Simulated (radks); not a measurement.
Question: These are the eigenvalues of the occupied orbitals of an atom or ion with whole-number occupations (eV). All-electron calculation, Dirac Kohn-Sham, LDA (Slater exchange, VWN5 correlation), spin-unpolarised, spherical densities, finite nucleus; Fermi nuclear charge, rms radius of each element as measured or else 0.836 A^(1/3) + 0.57 fm. Program: a radial shooting solver on a logarithmic mesh with Libxc functionals.

| orbital | eigenvalue |
|---|---|
| 1s1/2 | -21916.66 |
| 2s1/2 | -3168.793 |
| 2p1/2 | -2931.571 |
| 2p3/2 | -2800.860 |
| 3s1/2 | -574.3202 |
| 3p1/2 | -482.1931 |
| 3p3/2 | -460.0004 |
| 3d3/2 | -296.2551 |
| 3d5/2 | -291.9265 |
| 4s1/2 | -96.5637 |
| 4p1/2 | -68.9235 |
| 4p3/2 | -65.4478 |
| 4d3/2 | -24.6053 |
| 4d5/2 | -24.2291 |

Which element is it, and in what charge state? The configuration may be excited. Open shells, if any, are shared by 2j + 1.

Answer: Z = 44, ruthenium, charge +2: Ru2+ in [Kr] 4d6. The list shows which subshells hold electrons but not how many an open one holds; the 1s level, -805.42 hartree, gives Z - s = 40.1 by -(Z - s)^2/2, which with screening and relativity narrows Z to a few neighbours, and the depths of the outer levels then fix element, charge and occupations together.
